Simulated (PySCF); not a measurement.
## Frontier levels across methods

Species: C2H7B2N.
Z-matrix (Å and degrees, PBE0-D3(BJ)/def2-SVP geometry), rows numbered from 1:
```
B 
N   1  1.4151
B   2  1.4287  1  126.55
C   3  1.5507  2  121.76  1   179.89
C   4  1.3427  3  121.40  2  -179.51
H   1  1.2099  2  119.42  3   179.97
H   1  1.2072  2  119.00  3    -0.01
H   2  1.0167  1  116.78  3   180.00
H   3  1.2100  2  117.93  1    -0.05
H   4  1.0995  3  120.99  2     0.25
H   5  1.0957  4  122.83  3   179.80
H   5  1.0958  4  120.80  3    -0.22
```

Basis pcSseg-2 throughout (PySCF), one geometry. The structure is a single PBE0-D3(BJ)/def2-SVP conformer in the gas phase; no vibrational or solvent corrections.

Problem. How do the orbital energies, the gap and the dipole change with the method?

Solution. 
```tsv
method	kind	HOMO (eV)	LUMO (eV)	gap (eV)	μ (D)	SCF cycles
BLYP	GGA	-6.88	-2.49	4.39	1.87	16
B97-D	GGA	-6.96	-2.47	4.49	1.86	16
KT3	GGA	-7.02	-2.54	4.48	1.82	15
KT2	GGA	-7.05	-2.62	4.42	1.85	15
OPBE	GGA	-7.05	-2.53	4.51	1.88	15
PBE	GGA	-7.08	-2.67	4.41	1.90	16
BP86	GGA	-7.15	-2.73	4.42	1.89	16
LDA	LDA	-7.29	-2.94	4.35	1.94	15
B97-2	global hybrid	-7.85	-1.67	6.18	1.79	14
B3LYP	global hybrid	-7.88	-1.87	6.00	1.80	14
PBE0	global hybrid	-8.12	-1.68	6.44	1.81	14
mPW1PW91	global hybrid	-8.13	-1.68	6.45	1.80	14
BHandHLYP	global hybrid	-8.99	-0.57	8.42	1.70	12
CAM-B3LYP	range-separated hybrid	-9.40	-0.56	8.84	1.75	12
wB97X-D	range-separated hybrid	-9.93	0.15	10.08	1.75	13
HF	Hartree–Fock	-10.34	2.01	12.35	1.60	10
LC-wPBE	range-separated hybrid	-10.81	0.56	11.37	1.71	12
```

The HOMO spans 3.94 eV, from BLYP down to LC-wPBE, and the gap runs from 4.35 eV (LDA) to 12.35 eV (HF). Over the methods BLYP (0 %), B97-D (0 %), KT3 (0 %), KT2 (0 %), OPBE (0 %), PBE (0 %), BP86 (0 %), LDA (0 %), B97-2 (21 %), B3LYP (20 %), PBE0 (25 %), mPW1PW91 (25 %), BHandHLYP (50 %), HF (100 %), a straight line through the gap against the share of exact exchange rises by 0.79 eV for each 10 % (correlation coefficient 1.000). The dipole ranges from 1.60 D (HF) to 1.94 D (LDA). This basis has no diffuse functions.
